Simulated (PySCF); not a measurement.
Cl$_{2}$Ga, charge +1, singlet, geometry from GFN2-xTB (such geometries of metal compounds can be far from the true shape).

Input for PySCF:
```python
from pyscf import gto, scf, dft

mol = gto.M(
    atom='''
Ga    0.000000    0.000000    0.000000
Cl    0.000000    0.000000    2.070195
Cl   -0.000000   -0.000000   -2.070195
''',
    basis='cc-pvdz',
    charge=1,
    spin=0,
    verbose=4,
)

mf = dft.RKS(mol)
mf.xc = 'pbe'
mf.kernel()
mf.analyze()
```

Problem. What number of basis functions does PBE/cc-pVDZ (PySCF) give?

Solution. 63

Problem. Estimate the total energy that PBE/cc-pVDZ returns for this input.

Solution. -2844.3391 Eh

Problem. Give the HOMO energy at the level PBE/cc-pVDZ.

Solution. -14.38 eV

Problem. Predict the nuclear repulsion energy from PBE/cc-pVDZ.

Solution. 306.3571 Eh
